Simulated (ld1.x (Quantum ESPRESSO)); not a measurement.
## What one change does to a pseudopotential (molybdenum, TM)

molybdenum, norm-conserving Troullier–Martins (Kleinman–Bylander form), made with ld1.x (Quantum ESPRESSO) 7.5 (Wu–Cohen, scalar-relativistic). Core [Ar] 3d10, reference 4s2 4p6 4d5 5s1 5p0. Waves: 4s (bound): rc 1.55 bohr; 4p (bound): rc 1.40 bohr; 4d (bound): rc 1.55 bohr. Local part: the d channel. Core correction: none.

Occupied shells without a wave of their own: 5s. They enter only through the test configuration that unscreens the potential.

Change: wave 4s (bound): rc 1.55 bohr becomes 4s (bound): rc 1.14 bohr.

Cutoffs: the cutoffs (Ry, on a coarse ladder) from which the occupation-weighted sum of valence levels, in a spherical-Bessel basis at the reference potential, stays within 10 and 1 mRy of its value at 400 Ry; they do not see the model core or the augmentation charge, which bear on the density cutoff. Errors are all-electron minus pseudo energies relative to the spin-unpolarised reference configuration.

**Question.** Predict the effect on cutoff, ghosts and configuration errors.

**Answer.** The potential gets harder (70 Ry and 110 Ry → 100 Ry and 180 Ry); of the 7 tests that both files solve, the error grows in 0 and shrinks in 7 by more than 15 % and 0.3 meV (median size 156.6 → 30.3 meV); the range in which the s phases agree widens (upper end 1.4 → at the end of the scan); neither file shows a bound ghost. A smaller radius makes the pseudo-wave follow the all-electron one further in, where it bends more sharply, so more plane waves are needed. Less of the atom is replaced, so other configurations are described better.

| quantity | base | changed |
| --- | --- | --- |
| cutoff, loose | 70 Ry | 100 Ry |
| cutoff, tight | 110 Ry | 180 Ry |
| loose cutoff by channel (10 mRy a level) | s 35 Ry, p 45 Ry, d 35 Ry | s 90 Ry, p 45 Ry, d 35 Ry |
| bound ghosts | none | none |
| largest miss of a reference level, eV | 0.12 | 0.02 |
| error for 4s2 4p6 4d5 5s0 5p0, meV [ΔE 6.89 eV] | -157 | +30 |
| error for 4s2 4p6 4d4 5s0 5p0, meV [ΔE 22.34 eV] | -239 | +46 |
| error for 4s2 4p6 4d3 5s0 5p0, meV [ΔE 49.07 eV] | -337 | +67 |
| error for 4s2 4p6 4d4 5s2 5p0, meV [ΔE 0.16 eV] | +147 | -27 |
| error for 4s2 4p6 4d5.5 5s0.5 5p0, meV [ΔE 0.29 eV] | -54 | +10 |
| error for 4s2 4p6 4d2 5s0 5p0, meV [ΔE 88.55 eV] | -442 | +98 |
| error for 4s2 4p6 4d6 5s0 5p0, meV [ΔE 0.77 eV] | -99 | +19 |
| s: phases at 1.70 bohr within 0.05 rad from the reference energy up to (Ry; the scan ends near 5) | 1.4 | to the end of the scan |
| p: phases at 1.70 bohr within 0.05 rad from the reference energy up to (Ry; the scan ends near 5) | to the end of the scan | to the end of the scan |
| d: phases at 1.70 bohr within 0.05 rad from the reference energy up to (Ry; the scan ends near 5) | to the end of the scan | to the end of the scan |

Base: The 5s level has no wave, so the channel is fitted at the deeper level alone: the likely source of the large errors.
